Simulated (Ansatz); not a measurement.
Calculated with Ansatz (gas phase, PBE0-D4/def2-TZVP geometries, no zero-point term in ΔE). CCSD(T)/CBS is the MP2 limit (def2-TZVPP, def2-QZVPP) plus CCSD(T) − MP2 in def2-TZVPP, frozen cores. This one scheme is used for every species, atoms too. DFT in def2-TZVPP. No spin–orbit coupling; open shells (•) take unrestricted orbitals. Spin–orbit coupling would lower the free atoms: a little for C, O; strongly for Te. def2 core potentials past Kr. For Te outer-core shells are correlated without core-valence functions, so the limit isn't a true one: a few kJ/mol of doubt a bond, and 10 to 20 or more in all where bonds break to atoms. Each species was taken in one conformer, which may not be the lowest.

`CC(O)(O)[TeH]` → 2 C• + 6 H• + 2 O• + Te•  (atomization)

`CC(O)(O)[TeH]`:

Cartesian coordinates in Å:
```
C 0.843 0.069 -0.921
C -0.290 0.285 0.048
O -1.149 1.219 -0.473
O 0.128 0.744 1.291
Te -1.471 -1.629 0.285
H 1.389 1.011 -1.026
H 1.520 -0.704 -0.557
H 0.459 -0.239 -1.892
H -1.750 1.488 0.231
H 0.665 0.071 1.719
H -0.345 -2.316 1.296
```

```tsv
level	ΔE (kJ/mol)	difference from CCSD(T)/CBS
BLYP-D4	3936.7	-9.0
r2SCANh-D4	3898.8	-46.9
r2SCAN0-D4	3846.2	-99.5
BHLYP-D4	3751.9	-193.8
ωB97M-V	3923.4	-22.3
B2PLYP	3869.5	-76.2
PBE-QIDH	3882.5	-63.2
BLYP	3880.9	-64.8
r2SCAN	3929.4	-16.3
PBE0	3908.6	-37.1
r2SCANh	3892.4	-53.3
r2SCAN0	3839.2	-106.5
MP2/def2-SVP	3740.8	-204.9
SCS-MP2/def2-TZVPP	3862.4	-83.3
CCSD/def2-TZVPP	3745.0	-200.7
CCSD/CBS(def2)	3869.0	-76.7
CCSD(T)/CBS	3945.7	0
```

Largest T1 diagnostic among the species: 0.012.

Leaving LDA and LC-ωPBE aside and taking each functional with its dispersion term where it has one, the values, not all of them listed here, spread over 289.3 kJ/mol, from BHLYP-D4 to PBE-D4. LDA lies +607.8 kJ/mol from PBE without D4, its usual overbinding. From r2SCAN to r2SCAN0 (25 % exact exchange), in def2-TZVPP and without D4, ΔE moves by −90.2 kJ/mol: exact exchange takes away binding that semilocal exchange gives to molecules.

For atomizations the MP2-based limit and the directly extrapolated one differ by several kJ/mol either way, and by 10 to 25 for some Ge, Se and Sn compounds, so smaller differences from it don't rank the levels.
